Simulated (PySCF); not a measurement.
Ethylcyclopentane, C7H14.
SMILES with atom numbers: `[CH3:1][CH2:2][CH:3]1[CH2:4][CH2:5][CH2:6][CH2:7]1`

Geometry (PBE0-D3(BJ)/def2-SVP, Å), atoms numbered from 1 in this order:
```
atom  x, y, z in Å
C1     2.7154   -0.0326    0.0573
C2     1.4808   -0.8118   -0.3698
C3     0.1808   -0.3042    0.2374
C4    -0.2093    1.1270   -0.1457
C5    -1.7112    1.2393    0.1723
C6    -2.2315   -0.2135    0.2771
C7    -1.0628   -1.0951   -0.1677
H8     3.6318   -0.4577   -0.3795
H9     2.6590    1.0212   -0.2567
H10    2.8340   -0.0434    1.1530
H11    1.6070   -1.8751   -0.1014
H12    1.3882   -0.7889   -1.4714
H13    0.2697   -0.3534    1.3411
H14   -0.0351    1.2600   -1.2284
H15    0.3918    1.8918    0.3682
H16   -1.8744    1.7789    1.1177
H17   -2.2420    1.8120   -0.6031
H18   -3.1391   -0.3843   -0.3209
H19   -2.4968   -0.4471    1.3205
H20   -1.0916   -2.1063    0.2675
H21   -1.0658   -1.2158   -1.2661
```

NICS is the negative of the GIAO shielding at a point without a nucleus: at the ring centre (0) and 1 Å above and below it (1); zz is the component along the ring normal. Level: GIAO PBE0/pcSseg-1 (PySCF, non-relativistic, gas phase) on the PBE0-D3(BJ)/def2-SVP geometry, one conformer.

Ring bond lengths (Å), with Mayer bond orders in brackets: C3–C4 1.532 (0.99), C4–C5 1.539 (1.04), C5–C6 1.547 (1.02), C6–C7 1.530 (1.04), C7–C3 1.528 (1.00).

Q: What do the NICS probes read (ppm)?

A: 
```
          ring                                            type  NICS(0)  NICS(1), two faces  NICS(1)zz, two faces  rms pucker (Å)  centre to ring atoms, mean (Å)
C3–C4–C5–C6–C7  5-membered carbocycle; formal bonds all single     -5.2         -4.0 / -3.9           -3.2 / -3.5            0.18                            1.29
```

Q: What can be read from them?

A: 
- C3–C4–C5–C6–C7: mean NICS(1)zz -3.3 ppm, shielded. C3, C4, C5, C6, C7 have four or more neighbours, and the NICS criterion for π rings isn't applied.

Q: At the second NICS(1) probe listed for ring C3–C4–C5–C6–C7, 1 Å off the ring, what do the in-plane components average?

A: The isotropic value is a third of the trace: (3 × -3.9 − (-3.5))/2 = -4.1 ppm.

Q: List the ring angles and the Hirshfeld charges of the ring atoms.

A: 
- C3–C4–C5–C6–C7: C3 102.1° (-0.024 e), C4 105.4° (-0.070 e), C5 105.9° (-0.068 e), C6 105.3° (-0.069 e), C7 104.3° (-0.071 e); sum 523.0° against 540° for a flat convex ring.

Q: How shielded are the nuclei of the rings and their hydrogens (means over atoms taken as equivalent)?

A: 
| atoms | environment | σ isotropic (ppm) | principal values of the symmetric part, first atom (ppm) |
| --- | --- | --- | --- |
| C3 | sp3 CH carbon | 139.1 | 117.3, 138.0, 161.9 |
| C4 (×2) | ring CH2 carbon | 148.8 | 129.2, 152.5, 170.9 |
| C5 (×2) | ring CH2 carbon | 158.8 | 130.3, 171.6, 176.5 |
| H13 | methine hydrogen | 30.03 | 26.6, 29.1, 34.4 |
| H14 (×2) | methylene hydrogen | 30.47 | 25.4, 30.3, 35.9 |
| H15 (×2) | methylene hydrogen | 29.59 | 24.0, 29.3, 35.2 |
| H16 (×2) | methylene hydrogen | 29.71 | 24.5, 27.7, 36.9 |
| H17 (×2) | methylene hydrogen | 29.64 | 24.6, 27.5, 36.9 |
